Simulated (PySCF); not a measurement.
PySCF input file for H3P2, SMILES [PH]P, multiplicity 2, SMD-ωB97X/6-31G*. The structure is a stationary point at r2SCAN-D4/def2-TZVP. The isomer is the one that the SMILES or the coordinates give; other isomers of the formula were not compared.

```python
import numpy as np
from pyscf import gto, scf, dft
from pyscf.solvent import smd

mol = gto.M(
    atom='''
    P     0.96296320   -0.43315953    0.41196808
    P    -0.88571822    0.31482559   -0.45443574
    H     1.67277871    0.73448321    0.00869416
    H    -1.05524048    1.50521905    0.30217124
    H    -1.77621301   -0.46469308    0.32614961
    ''',
    basis='6-31G*',
    charge=0,
    spin=1,
    max_memory=1600,
    verbose=3,
)
mf = dft.UKS(mol, xc='wb97x').density_fit(auxbasis='def2-universal-jkfit')
mf.grids.level = 3
mf.conv_tol = 1e-9
mf.max_cycle = 100
mf.kernel()
fine, coarse = mf.grids, dft.Grids(mol).set(level=1).build(with_non0tab=True)
for _ in range(3):  # follow internal instabilities
    mf.grids = coarse
    mo, _, stable, _ = mf.stability(return_status=True, nroots=4)
    mf.grids = fine
    if stable:
        break
    mf.kernel(mf.make_rdm1(mo, mf.mo_occ))
res = {}
for name in ['water', 'ethanol', 'n-hexane']:
    s = mf.SMD()
    s.with_solvent.solvent, s.with_solvent.sasa_ng = name, 302
    s.kernel(mf.make_rdm1())
    res[name] = (s.e_tot, s.with_solvent.get_cds(), s.dip_moment(), s.mo_energy, s.converged)
    print(f'SMD {name}: dG(solv) = {(s.e_tot - mf.e_tot) * 627.509474:.3f} kcal/mol, of which CDS {res[name][1] * 627.509474:.3f}')
```

It prints:

```

WARN: HOMO -0.188772336180999 >= LUMO -0.188772336180999

converged SCF energy = -684.407789760502  <S^2> = 0.75556805  2S+1 = 2.0055603
<class 'pyscf.df.df_jk.DFUKS'> wavefunction is stable in the internal stability analysis
converged SCF energy = -684.409057035232  <S^2> = 0.7554498  2S+1 = 2.0054424
Dipole moment(X, Y, Z, Debye): -0.59648,  1.32492,  0.70640
SMD water: dG(solv) = -0.795 kcal/mol, of which CDS 2.137
converged SCF energy = -684.4103488141  <S^2> = 0.7554554  2S+1 = 2.005448
Dipole moment(X, Y, Z, Debye): -0.58911,  1.30228,  0.69769
SMD ethanol: dG(solv) = -1.606 kcal/mol, of which CDS 1.182
converged SCF energy = -684.407827759782  <S^2> = 0.75552783  2S+1 = 2.0055202
Dipole moment(X, Y, Z, Debye): -0.48784,  1.04386,  0.59870
SMD n-hexane: dG(solv) = -0.024 kcal/mol, of which CDS 0.963
```

Self-consistency was reached.
